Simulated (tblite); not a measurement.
C6H10O2 (charge +1 and doublet state).
Atom-mapped SMILES: `[CH2+:1][CH:2][CH2:3][CH2:4][CH2:5][C:6](=[O:7])[OH:8]` (hydrogens: H9, H10 on C1; H11 on C2; H12, H13 on C3; H14, H15 on C4; H16, H17 on C5; H18 on O8)

The geometry is computed with GFN2-xTB (gas phase). This method treats the open shell by occupation alone, without spin polarisation.

Q: What internal coordinates does the optimisation give?

A: 
| bond | length (bohr) |
| --- | --- |
| C1–C2 | 2.548 |
| C2–C3 | 2.752 |
| C3–C4 | 2.862 |
| C4–C5 | 2.884 |
| C5–C6 | 2.863 |
| C6=O7 | 2.308 |
| C6–O8 | 2.448 |
| C1–H9 | 2.036 |
| C1–H10 | 2.038 |
| C2–H11 | 2.048 |
| C3–H12 | 2.184 |
| C3–H13 | 2.066 |
| C4–H14, C4–H15 | 2.066 |
| C5–H16, C5–H17 | 2.065 |
| O8–H18 | 1.844 |

Bonds in one row agree within 0.02 bohr and their mean is given. A selection of angles:
| angle | degrees |
| --- | --- |
| C2–C1–H9 | 120.9 |
| C2–C1–H10 | 123.1 |
| H9–C1–H10 | 116.0 |
| C1–C2–C3 | 126.3 |
| C1–C2–H11 | 118.4 |
| C3–C2–H11 | 115.2 |
| C2–C3–C4 | 120.5 |
| C2–C3–H12 | 104.9 |
| C2–C3–H13 | 112.3 |
| C4–C3–H12 | 101.7 |
| C4–C3–H13 | 112.5 |
| H12–C3–H13 | 102.4 |
| C3–C4–C5 | 111.5 |
| C3–C4–H14 | 111.2 |
| C3–C4–H15 | 109.1 |
| C5–C4–H14 | 109.8 |
| C5–C4–H15 | 108.3 |
| H14–C4–H15 | 106.9 |
| C4–C5–C6 | 111.5 |
| C4–C5–H16 | 112.0 |
| C6–C5–H16 | 108.8 |
| C6–C5–H17 | 106.0 |
| H16–C5–H17 | 107.4 |
| C5–C6–O7 | 122.5 |
| C5–C6–O8 | 113.6 |
| O7–C6–O8 | 123.9 |
| C6–O8–H18 | 114.4 |

Dihedral angles: C1–C2–C3–C4 -24° (synperiplanar); C2–C3–C4–C5 161° (antiperiplanar); C3–C4–C5–C6 -54° (synclinal); C4–C5–C6–O7 30°; H18–O8–C6–C5 -178° (antiperiplanar). The mirror-image conformer, all signs reversed, is as good.

The 5 C–C bonds span 1.348 Å (C1–C2, drawn single) to 1.526 Å (C4–C5, drawn single), a spread of 0.178 Å. The 2 C–O bonds span 1.221 Å (C6=O7, drawn double) to 1.296 Å (C6–O8, drawn single), a spread of 0.075 Å. C6 (carbon bonded to C and 2 O) is planar (angles 123.9°, 122.5° and 113.6°, sum 360.0°, 0.01 Å off the plane of its three neighbours). O8 (oxygen bonded to C and H) is bent (angle 114.4°). C2 (carbon bonded to 2 C and H) is planar (angles 126.3°, 118.4° and 115.2°, sum 360.0°, 0.01 Å off the plane of its three neighbours). C1 (carbon bonded to C and 2 H) is planar (angles 123.1°, 120.9° and 116.0°, sum 360.0°, 0.00 Å off the plane of its three neighbours). Of the pairs four or more bonds apart, O7···H12 is among the closest relative to their van der Waals radii: 1.61 Å, 59 % of the sum of Bondi's values.

Point group: C1 (no symmetry element, even within 0.4 Å). Its GFN2-xTB frequencies are all real (lowest 49 cm⁻¹). Torsions: H–C1–C2–C3 175° and -5°, C1–C2–C3–C4 -24°, C2–C3–C4–C5 161°, C3–C4–C5–C6 -54°, C4–C5–C6–O7 30°. 3 starts were optimised and ended at 0.00, 3.52 and 11.85 kcal/mol (GFN2-xTB); the lowest of these is shown.
